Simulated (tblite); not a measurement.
Compound: C4H10O4S.
Atom-mapped SMILES: `[CH3:1][O:2][CH2:3][S:4](=[O:5])(=[O:6])[CH2:7][O:8][CH3:9]` (hydrogens: H10, H11, H12 on C1; H13, H14 on C3; H15, H16 on C7; H17, H18, H19 on C9)

Computed with GFN2-xTB (tblite), gas phase: L-BFGS steps from a force-field or distance-geometry start until the largest atomic force falls under 0.01 eV/Å.

Step 6: E = -901.4145 eV
```
atom  x, y, z in Å  |  force x, y, z in eV/Å
C1      2.6122    0.4744    0.7746   -0.055  -0.017  -0.041
O2      2.0603   -0.7093    0.2162   -0.042   0.058  -0.092
C3      1.5259   -0.5527   -1.0494    0.033  -0.006  -0.017
S4     -0.2077    0.1307   -1.0367   -0.052   0.021  -0.073
O5     -0.7597   -0.1146   -2.3412   -0.019  -0.006   0.007
O6     -0.1798    1.5031   -0.5939    0.044   0.022   0.152
C7     -1.0544   -0.9385    0.2382    0.074   0.009  -0.004
O8     -2.4220   -0.8299    0.2557    0.185   0.067   0.035
C9     -2.9087    0.4468    0.6373    0.041  -0.021  -0.022
H10     3.3354    0.9222    0.0858   -0.023   0.015  -0.004
H11     1.8312    1.2028    1.0034    0.002   0.036  -0.032
H12     3.1283    0.1773    1.6862   -0.079  -0.041  -0.009
H13     1.4181   -1.5319   -1.5161    0.070   0.046   0.027
H14     2.1038    0.1275   -1.6870   -0.022  -0.087   0.023
H15    -0.7886   -1.9480   -0.0729   -0.073   0.004   0.138
H16    -0.5623   -0.6507    1.1780   -0.121  -0.073  -0.030
H17    -2.7814    1.1668   -0.1738    0.032   0.024   0.017
H18    -3.9670    0.3187    0.8567   -0.001  -0.028  -0.044
H19    -2.3936    0.8147    1.5314    0.007  -0.023  -0.032
```

Step 7: E = -901.4189 eV
```
atom  x, y, z in Å  |  force x, y, z in eV/Å
C1      2.6084    0.4754    0.7727   -0.021  -0.013  -0.046
O2      2.0584   -0.7084    0.2133   -0.046   0.079  -0.048
C3      1.5239   -0.5526   -1.0512    0.097  -0.020  -0.044
S4     -0.2053    0.1318   -1.0357   -0.095   0.035  -0.056
O5     -0.7599   -0.1099   -2.3391   -0.033  -0.021  -0.023
O6     -0.1805    1.5034   -0.5900    0.066   0.003   0.153
C7     -1.0505   -0.9371    0.2377    0.051  -0.057   0.066
O8     -2.4179   -0.8299    0.2561    0.133   0.121   0.002
C9     -2.9070    0.4471    0.6354    0.062  -0.019  -0.008
H10     3.3338    0.9241    0.0853   -0.033  -0.005   0.013
H11     1.8305    1.2083    1.0008    0.000  -0.002  -0.028
H12     3.1223    0.1707    1.6831   -0.074  -0.003   0.000
H13     1.4234   -1.5343   -1.5149    0.035   0.061   0.012
H14     2.1053    0.1259   -1.6878   -0.032  -0.081   0.012
H15    -0.7955   -1.9524   -0.0663   -0.020   0.044   0.123
H16    -0.5651   -0.6512    1.1829   -0.096  -0.073  -0.073
H17    -2.7776    1.1712   -0.1734    0.012  -0.023   0.032
H18    -3.9652    0.3123    0.8534    0.014   0.006  -0.047
H19    -2.3914    0.8148    1.5302   -0.020  -0.031  -0.040
```

Question: Estimate the geometry and energy of step 8. (The exact step hangs on the optimiser's Hessian estimate; all steps are aligned on step 7, rigid shifts and turns removed.)

Answer: E = -901.4228 eV, largest force 0.152 eV/Å
```
atom  x, y, z in Å  |  force x, y, z in eV/Å
C1      2.6042    0.4764    0.7702    0.005   0.003  -0.029
O2      2.0556   -0.7063    0.2098   -0.044   0.063   0.010
C3      1.5234   -0.5527   -1.0538    0.091  -0.014  -0.052
S4     -0.2043    0.1335   -1.0353   -0.075   0.021  -0.019
O5     -0.7609   -0.1054   -2.3378   -0.053  -0.015  -0.041
O6     -0.1800    1.5036   -0.5832    0.073  -0.027   0.131
C7     -1.0459   -0.9366    0.2384    0.014  -0.076   0.086
O8     -2.4118   -0.8279    0.2563    0.029   0.109  -0.047
C9     -2.9043    0.4472    0.6333    0.055  -0.001   0.006
H10     3.3316    0.9259    0.0850   -0.025  -0.018   0.016
H11     1.8298    1.2138    0.9976   -0.008  -0.032  -0.023
H12     3.1147    0.1641    1.6799   -0.065   0.034   0.009
H13     1.4294   -1.5358   -1.5137   -0.003   0.040  -0.016
H14     2.1065    0.1232   -1.6888   -0.009  -0.041  -0.029
H15    -0.8026   -1.9564   -0.0575    0.042   0.039   0.089
H16    -0.5693   -0.6529    1.1869   -0.028  -0.048  -0.054
H17    -2.7735    1.1752   -0.1724   -0.003  -0.048   0.029
H18    -3.9628    0.3060    0.8490    0.036   0.034  -0.049
H19    -2.3894    0.8145    1.5285   -0.031  -0.022  -0.017
```

The energy changes by -0.0039 eV. The first-order estimate −F·Δx gives -0.0057 eV and the mean of the old and new forces, exact on a quadratic surface, -0.0039 eV. The step makes an angle of 60° with the force vector and moves no atom by more than 0.012 Å.

The cost below is that of the whole relaxation. Hardware: one thread of an AMD EPYC, on a shared host. Cost: 5.3 s.
